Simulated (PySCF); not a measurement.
# Mn⁺ (manganese, charge +1): UHF calculation

Configuration: [Ar] 3d5 4s1, high-spin 7S determinant. Computed with PySCF 2.14 in jorge-DZP-DKH, with the spin-free X2C one-electron Hamiltonian (Gaussian nucleus).

```json
{"Total energy": "-1156.923097 hartree", "One-electron energy": "-1587.3484 hartree", "Hartree (Coulomb) energy": "481.8152 hartree", "Exchange energy": "-51.3899 hartree", "⟨S²⟩": "12.0003", "⟨L²⟩": "0.000", "Sum of ⟨r⟩": "17.78 bohr", "Sum of ⟨r²⟩": "25.38 bohr²", "Langevin diamagnetic susceptibility": "-20.1 ×10⁻⁶ cm³/mol", "Time after the integrals": "0.11 s of wall time on 1 thread of Neoverse-V1 (shared host)"}
```

| shell | electrons | mean orbital energy (hartree) | rms radius, mean of both spins (bohr) |
| --- | --- | --- | --- |
| 1s α | 1 | -242.82906 | 0.0704 |
| 1s β | 1 | -242.82844 | 0.0704 |
| 2s α | 1 | -29.89733 | 0.302 |
| 2s β | 1 | -29.78106 | 0.302 |
| 2p α | 3 | -25.26554 | 0.273 |
| 2p β | 3 | -25.15739 | 0.273 |
| 3s α | 1 | -4.37540 | 0.916 |
| 3s β | 1 | -3.94655 | 0.916 |
| 3p α | 3 | -3.02801 | 0.987 |
| 3p β | 3 | -2.51704 | 0.987 |
| 3d α | 5 | -0.87936 | 1.23 |
| 4s α | 1 | -0.53922 | 3.11 |

Densities and radii are taken from the X2C orbitals without a picture-change correction, which distorts them close to the nucleus.
